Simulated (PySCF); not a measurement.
H4NSi, SMILES [NH][SiH3], multiplicity 2.

Geometry: PBE-D3(BJ)/def2-TZVP. A frequency run showed that this geometry is not a minimum. The isomer is the one that the SMILES or the coordinates give; other isomers of the formula were not compared.

All values below come from PBE-D3(BJ)/def2-TZVP (PySCF).

Frequencies are harmonic and unscaled.

Task: Give all harmonic wavenumbers and intensities. (An estimate is asked for; the answer gives what the named calculation found.)

Result: 
```json
[
 {"mode": "1", "ν (cm⁻¹)": "108i", "IR (km/mol)": "64.3", "moving atoms (share of kinetic energy)": "H 95 %"},
 {"mode": "2", "ν (cm⁻¹)": "561", "IR (km/mol)": "40.0", "moving atoms (share of kinetic energy)": "H 88 %"},
 {"mode": "3", "ν (cm⁻¹)": "600", "IR (km/mol)": "71.2", "moving atoms (share of kinetic energy)": "H 81 %, N 10 %, Si 9 %"},
 {"mode": "4", "ν (cm⁻¹)": "745", "IR (km/mol)": "22.4", "moving atoms (share of kinetic energy)": "N 62 %, Si 26 %, H 12 %"},
 {"mode": "5", "ν (cm⁻¹)": "851", "IR (km/mol)": "49.0", "moving atoms (share of kinetic energy)": "H 86 %, Si 11 %"},
 {"mode": "6", "ν (cm⁻¹)": "863", "IR (km/mol)": "67.1", "moving atoms (share of kinetic energy)": "H 92 %"},
 {"mode": "7", "ν (cm⁻¹)": "904", "IR (km/mol)": "40.9", "moving atoms (share of kinetic energy)": "H 97 %"},
 {"mode": "8", "ν (cm⁻¹)": "923", "IR (km/mol)": "108.6", "moving atoms (share of kinetic energy)": "H 91 %, Si 9 %"},
 {"mode": "9", "ν (cm⁻¹)": "2134", "IR (km/mol)": "47.6", "moving atoms (share of kinetic energy)": "H 99 %"},
 {"mode": "10", "ν (cm⁻¹)": "2135", "IR (km/mol)": "68.0", "moving atoms (share of kinetic energy)": "H 96 %"},
 {"mode": "11", "ν (cm⁻¹)": "2143", "IR (km/mol)": "100.2", "moving atoms (share of kinetic energy)": "H 96 %"},
 {"mode": "12", "ν (cm⁻¹)": "3371", "IR (km/mol)": "3.9", "moving atoms (share of kinetic energy)": "H 93 %"}
]
```
